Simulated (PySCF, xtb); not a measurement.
C₂Cl₃, SMILES C(Cl)(=[C]Cl)Cl (connectivity only; charge and spin as stated), charge +1, multiplicity 1.

Harmonic wavenumbers (cm⁻¹) from GFN2-xTB (xtb) at its own minimum, in rising order: 64, 172, 202, 316, 387, 453, 651, 881, 1802.

Task: What does PBE-D3(BJ)/def2-SVP (PySCF 2.14.0) give at its own minimum? (An estimate is asked for; the answer gives what the named calculation found.)

Result: 72, 139, 235, 409, 443, 473, 890, 936, 1802. Paired by order, the mean absolute difference is 60 cm⁻¹ and the zero-point energies are 7.0 and 7.7 kcal/mol.
